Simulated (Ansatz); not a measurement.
**Ligand exchange: C2H3F + SiH3(GeH3) → C2H6Si + GeH3F**

Species: C2H3F `C=CF`, singlet; SiH3(GeH3), singlet; C2H6Si (vinylsilane) `C=C[SiH3]`, singlet; GeH3F `[F][GeH3]`, singlet. The partners trade F for SiH3: C–F and Ge–SiH3 bonds give way to C–SiH3 and Ge–F.

Shapes, held fixed at every level: PBE0-D4/def2-TZVP. Programs: Ansatz 0.2.0. The zero-point and thermal change to 298 K, harmonic and unscaled (PBE0-D4/def2-TZVP), is +0.6 kJ/mol.

```csv
level,kind,ΔH(298 K) (kJ/mol),less CCSD(T)/def2-TZVPP,CPU time (sum over the molecules)
HF/def2-TZVPP,Hartree–Fock,-118.7,-13.9,–
SPW92/def2-TZVPP,LDA,-68.5,+36.3,5.5 s
B3LYP-D4/def2-TZVPP,global hybrid,-98.3,+6.5,15 s
BHLYP-D4/def2-TZVPP,global hybrid,-105.7,-0.9,11 s
r2SCAN0-D4/def2-TZVPP,global hybrid,-95.2,+9.6,19 s
wB97M-V/def2-TZVPP,range-separated hybrid,-101.3,+3.5,44 s
wB97X-V/def2-TZVPP,range-separated hybrid,-99.7,+5.1,34 s
CCSD(T)/def2-TZVPP,coupled cluster or CI,-104.8,0.0,1.8 min
```

The highest level, CCSD(T)/def2-TZVPP, gives ΔH(298 K) = -104.8 kJ/mol; the levels span -118.7 to -68.5. The column of differences is taken from that level and isn't an error. No measured value is set beside it here. Relativity is left out for Ge unless named. Correlated rows may include outer-core shells of Ge, which these sets cover unevenly. Times are processor times on shared x86 and Arm servers, and rough.
